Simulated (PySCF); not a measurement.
CH₈Si₂, charge +1, doublet, at a GFN2-xTB geometry of the parent state (a state made from the parent by changing its charge; the spin is typed, not shown lowest); MP2/STO-3G (PySCF).

PySCF was given this input:
```python
from pyscf import gto, scf, mp

mol = gto.Mole()
mol.atom = '''
    Si    1.469501    0.675243   -0.004315
    C     0.249959   -0.773362   -0.140745
    Si   -1.582865   -0.324499    0.068147
    H     2.839701    0.182994   -0.185178
    H     1.181014    1.668952   -1.040543
    H     1.358676    1.297376    1.316715
    H     0.513805   -1.524899    0.604684
    H     0.384534   -1.254531   -1.110514
    H    -1.982528    0.632796   -0.965442
    H    -1.804865    0.261220    1.391816
    H    -2.402995   -1.534148   -0.060719
'''
mol.basis = 'sto-3g'
mol.charge = 1
mol.spin = 1
mol.verbose = 5
mol.build()

mf = scf.UHF(mol)
mf.kernel()

pt = mp.MP2(mf)
pt.kernel()
print('E(MP2) = %.10f' % pt.e_tot)
mf.analyze()
```

Output, abridged:

```
PySCF version 2.14.0

[INPUT] verbose = 5
[INPUT] max_memory = 4000
[INPUT] num. atoms = 11
[INPUT] num. electrons = 41
[INPUT] charge = 1
[INPUT] spin (= nelec alpha-beta = 2S) = 1
[INPUT] symmetry False subgroup None
[INPUT] Mole.unit = angstrom
[INPUT] Symbol           X                Y                Z      unit          X                Y                Z       unit  Magmom
[...]
[INPUT] ---------------- BASIS SET ----------------
[INPUT] l, kappa, [nprim/nctr], expnt,             c_1 c_2 ...
[INPUT] Si
[...]
                                74.28083305       0.5353281423
                                20.10329229       0.4446345422
[...]
                                5.389706871       0.3995128261
                                1.752899952       0.7001154689
[...]
                                0.4125648801      0.2255954336
                                0.1614750979      0.900398426
[...]
                                5.389706871       0.6076837186
                                1.752899952       0.3919573931
[...]
                                0.4125648801      0.5951670053
                                0.1614750979      0.462001012
[INPUT] H
[...]
                                0.62391373        0.53532814
                                0.1688554         0.44463454
[INPUT] C
[...]
                                13.045096         0.53532814
                                3.5305122         0.44463454
[...]
                                0.6834831         0.39951283
                                0.2222899         0.70011547
[...]
                                0.6834831         0.60768372
                                0.2222899         0.39195739

nuclear repulsion = 150.449941345671
number of shells = 21
number of NR pGTOs = 93
number of NR cGTOs = 31
basis = sto-3g
ecp = {}

******** <class 'pyscf.scf.uhf.UHF'> ********
method = UHF
initial guess = minao
damping factor = 0
level_shift factor = 0
DIIS = <class 'pyscf.scf.diis.CDIIS'>
diis_start_cycle = 1
diis_space = 8
diis_damp = 0
SCF conv_tol = 1e-09
SCF conv_tol_grad = None
SCF max_cycles = 50
direct_scf = True
direct_scf_tol = 1e-13
number electrons alpha = 21  beta = 20
Set gradient conv threshold to 3.16228e-05
E1 = -1148.48290047382  E2 = 385.3464902226939  Ecoul = 434.05688988821026  Exc = -48.71039966551638
init E= -612.686468905455
cond(S) = 9.34770104724023

  alpha mo_energy =
[-67.9799267  -67.97991253 -11.15633311  -5.99012644  -5.98973975
  -3.99711188  -3.99665518  -3.9965448   -3.99649483  -3.9964469
  -3.99603828  -1.2856899   -0.84660153  -0.79159337  -0.5372674
  -0.4556871   -0.40367727  -0.39810913  -0.38139349  -0.34529714
  -0.30470578   0.30769145   0.37153696   0.40338143   0.41315341
   0.41446744   0.43238718   0.44392735   0.49564562   0.57996963
   0.58506354]
  beta  mo_energy =
[-67.9799267  -67.97991253 -11.15633311  -5.99012644  -5.98973975
  -3.99711188  -3.99665518  -3.9965448   -3.99649483  -3.9964469
  -3.99603828  -1.2856899   -0.84660153  -0.79159337  -0.5372674
  -0.4556871   -0.40367727  -0.39810913  -0.38139349  -0.34529714
  -0.30470578   0.30769145   0.37153696   0.40338143   0.41315341
   0.41446744   0.43238718   0.44392735   0.49564562   0.57996963
   0.58506354]
multiplicity <S^2> = 0.75  2S+1 = 2
E1 = -1139.018977754543  E2 = 375.63087172292586  Ecoul = 424.15866788099993  Exc = -48.52779615807407
cycle= 1 E= -612.938164685946  delta_E= -0.252  |g|= 0.193  |ddm|= 2.38
  alpha mo_energy =
[-68.30454466 -68.304528   -11.41685348  -6.27248144  -6.27214527
  -4.3008337   -4.30002098  -4.29519075  -4.2945749   -4.29403793
  -4.29390249  -1.25640478  -0.95805536  -0.92145473  -0.85260521
  -0.76688746  -0.7101872   -0.6599914   -0.65401779  -0.63812903
  -0.63658151   0.13989433   0.19855258   0.27044697   0.28275219
   0.30910389   0.3193523    0.32142339   0.35160204   0.43214758
   0.43676078]
  beta  mo_energy =
[-68.30300138 -68.30298529 -11.40850213  -6.26974769  -6.26942815
[...]
converged SCF energy = -612.980105674172  <S^2> = 0.76132278  2S+1 = 2.0112909
E(UMP2) = -613.116927234089  E_corr = -0.136821559917003
E(SCS-UMP2) = -613.133193655809  E_corr = -0.153087981637592
E(MP2) = -613.1169272341
Total Energy =                        -612.980105674171796
[...]
5 H 1s           0.32580  -0.24294  -0.14502  -0.13970   0.14582
6 H 1s           0.00000  -0.02815  -0.00000   0.00000  -0.43171
7 H 1s           0.00000  -0.02816  -0.00000   0.00000   0.43170
8 H 1s           0.32581  -0.24295   0.14501   0.13970  -0.14582
9 H 1s          -0.32580  -0.24295   0.14501   0.13970   0.14582
10 H 1s          0.00000  -0.32332   0.39100  -0.26267   0.00000
               #31
0 Si 1s          0.00001
0 Si 2s          0.00003
0 Si 3s          0.01664
0 Si 2px         0.00332
0 Si 2py        -0.00222
0 Si 2pz        -0.00060
0 Si 3px        -0.12043
0 Si 3py         0.05381
0 Si 3pz         0.01756
1 C 1s          -0.00658
1 C 2s           0.45943
1 C 2px          0.15451
1 C 2py         -0.47806
1 C 2pz         -0.08701
2 Si 1s          0.00001
2 Si 2s          0.00003
2 Si 3s          0.01664
2 Si 2px        -0.00139
2 Si 2py        -0.00377
2 Si 2pz        -0.00049
2 Si 3px         0.06592
2 Si 3py         0.11485
2 Si 3pz         0.01314
3 H 1s           0.08337
4 H 1s          -0.03251
5 H 1s          -0.03251
6 H 1s          -0.48721
7 H 1s          -0.48722
8 H 1s          -0.03251
9 H 1s          -0.03251
10 H 1s          0.08337

To work with the spin densities directly, `use mulliken_meta_spin()` only printing them here.

 ** Mulliken spin pop alpha/beta on meta-lowdin orthogonal AOs **
 ** Mulliken Spin Density (per AO)  **
spin_pop of  0 Si 1s       -0.00000
spin_pop of  0 Si 2s        0.00001
spin_pop of  0 Si 3s       -0.01286
spin_pop of  0 Si 2px       0.00003
spin_pop of  0 Si 2py       0.00001
spin_pop of  0 Si 2pz      -0.00000
spin_pop of  0 Si 3px       0.07489
spin_pop of  0 Si 3py       0.05655
spin_pop of  0 Si 3pz       0.00260
spin_pop of  1 C 1s       -0.00002
spin_pop of  1 C 2s        0.02147
spin_pop of  1 C 2px       0.54853
spin_pop of  1 C 2py       0.05755
spin_pop of  1 C 2pz       0.03071
spin_pop of  2 Si 1s       -0.00000
spin_pop of  2 Si 2s        0.00001
spin_pop of  2 Si 3s       -0.01286
spin_pop of  2 Si 2px       0.00005
spin_pop of  2 Si 2py      -0.00001
spin_pop of  2 Si 2pz      -0.00000
spin_pop of  2 Si 3px       0.15766
spin_pop of  2 Si 3py      -0.02732
spin_pop of  2 Si 3pz       0.00371
spin_pop of  3 H 1s        0.09010
spin_pop of  4 H 1s       -0.00245
spin_pop of  5 H 1s       -0.00245
spin_pop of  6 H 1s       -0.03555
spin_pop of  7 H 1s       -0.03555
spin_pop of  8 H 1s       -0.00245
spin_pop of  9 H 1s       -0.00245
spin_pop of  10 H 1s        0.09009
 ** Mulliken Spin Density (per atom)  **
spin density of  0 Si =      0.12123
spin density of  1 C =      0.65823
spin density of  2 Si =      0.12123
spin density of  3 H =      0.09010
spin density of  4 H =     -0.00245
spin density of  5 H =     -0.00245
spin density of  6 H =     -0.03555
spin density of  7 H =     -0.03555
spin density of  8 H =     -0.00245
spin density of  9 H =     -0.00245
spin density of  10 H =      0.09009
 ** Mulliken pop alpha/beta on meta-lowdin orthogonal AOs **
 ** Mulliken pop       alpha | beta **
[...]
In total            21.00000 | 20.00000
 ** Mulliken atomic charges   ( Nelec_alpha | Nelec_beta ) **
charge of  0Si =      0.71208  (     6.70457      6.58335 )
charge of  1C =     -0.20231  (     3.43027      2.77204 )
charge of  2Si =      0.71208  (     6.70458      6.58335 )
charge of  3H =     -0.04232  (     0.56621      0.47611 )
charge of  4H =     -0.08087  (     0.53921      0.54166 )
charge of  5H =     -0.08087  (     0.53921      0.54166 )
charge of  6H =      0.09314  (     0.43566      0.47120 )
charge of  7H =      0.09314  (     0.43566      0.47120 )
charge of  8H =     -0.08087  (     0.53921      0.54166 )
charge of  9H =     -0.08087  (     0.53921      0.54166 )
charge of  10H =     -0.04232  (     0.56621      0.47611 )

WARN: System has nonzero charge 1; the dipole moment is origin-dependent.
Location of origin: [0. 0. 0.]

Dipole moment(X, Y, Z, Debye):  0.43133, -1.33458, -0.24288
```
